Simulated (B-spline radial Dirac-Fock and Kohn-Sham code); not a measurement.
## K-shell conversion coefficients of Cl against transition energy

Calculated with a radial atomic solver, using a Dirac-Hartree-Slater potential of the neutral atom with a Latter tail (no hole, which puts coefficients of high multipoles low close above an edge), finite nucleus with surface currents. Subshells within 1 keV of threshold and pair formation are left out.

```tsv
energy (keV)	E2	E3	E4	E5	M3	M4
10.3	1020	57100	3.11e+06	1.71e+08	21600	1.41e+06
10.4	988	55000	2.98e+06	1.63e+08	20700	1.34e+06
12.7	495	24900	1.22e+06	5.98e+07	8370	481000
13.8	369	17700	823000	3.85e+07	5730	312000
20	94.9	3580	131000	4.76e+06	1040	43200
22.6	60.0	2080	69400	2.31e+06	592	22300
33	14.1	367	9180	228000	104	2870
33.5	13.3	342	8460	208000	97.4	2650
38.7	7.57	174	3840	83900	50.5	1210
50	2.76	51.7	927	16400	15.9	305
70.2	0.717	10.2	138	1850	3.52	50.2
81.2	0.401	5.05	60.7	719	1.86	23.4
100	0.174	1.85	18.7	187	0.758	7.93
134	0.0542	0.454	3.61	28.3	0.220	1.79
200	0.0112	0.0680	0.394	2.24	0.0430	0.251
232	0.00628	0.0342	0.177	0.897	0.0240	0.125
295	0.00253	0.0115	0.0497	0.211	0.00958	0.0413
359	0.00123	0.00486	0.0183	0.0674	0.00464	0.0174
500	0.000394	0.00124	0.00373	0.0110	0.00146	0.00435
584	0.000240	0.000681	0.00186	0.00501	0.000869	0.00236
855	7.96e-05	0.000181	0.000400	0.000871	0.000265	0.000582
1000	5.32e-05	0.000112	0.000229	0.000460	0.000169	0.000343
1020	5.07e-05	0.000106	0.000214	0.000426	0.000160	0.000321
1320	2.80e-05	5.18e-05	9.36e-05	0.000167	7.93e-05	0.000143
1350	2.66e-05	4.89e-05	8.75e-05	0.000154	7.48e-05	0.000133
1460	2.26e-05	4.02e-05	6.97e-05	0.000119	6.12e-05	0.000106
1600	1.87e-05	3.22e-05	5.39e-05	8.91e-05	4.87e-05	8.14e-05
1840	1.43e-05	2.33e-05	3.72e-05	5.87e-05	3.48e-05	5.54e-05
2000	1.22e-05	1.94e-05	3.02e-05	4.64e-05	2.86e-05	4.44e-05
```

Problem. How fast do they fall between 1600 and 2000 keV?

Solution. As powers of the energy: E2 E^-1.91, E3 E^-2.26, E4 E^-2.59, E5 E^-2.93, M3 E^-2.38, M4 E^-2.71. Within one type (E or M) the higher multipoles fall faster.
